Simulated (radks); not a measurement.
The numbers below are computed, except where a source is named.
Spherical quantum dot in the effective-mass picture: electrons in a hard-walled sphere of radius 4.04, all in effective atomic units (hartree* = m*/eps^2 hartree, bohr* = eps/m* bohr), one dielectric constant everywhere. Level of theory: non-relativistic Kohn-Sham, LDA (Slater exchange, Perdew-Wang correlation), spin-polarised, spherical densities (a radial shooting solver with Libxc functionals). Levels are named by radial order and angular momentum (1s, 1p, 1d, 2s, ...), and open shells are averaged over m. Results are scaled to m* = 0.119 and eps = 16.9, for which hartree* = 11.34 meV and bohr* = 7.515 nm.

N = 28, configuration 1s2 1p6 1d10 1f(up 7, down 3). This is the lowest configuration that the search found. Occupied and some empty levels:

level,occupation,eigenvalue (meV),<r> (nm)
1s up,1,101.48,21.18
1s down,1,101.89,21.11
1p up,3,103.14,21.79
1p down,3,103.57,21.75
1d up,5,106.10,22.35
1d down,5,106.54,22.33
1f up,7,110.21,22.84
1f down,3,110.66,22.82
2s up,0,114.70,13.49
2s down,0,114.84,13.48
1g up,0,115.39,23.26
1g down,0,115.84,23.25
2p up,0,120.50,15.86
2p down,0,120.70,15.83
2d up,0,127.48,17.35
2d down,0,127.72,17.32

Energy (meV): total 1645.24, kinetic 397.16, external 0, Hartree 1388.1, exchange-correlation -140.01.
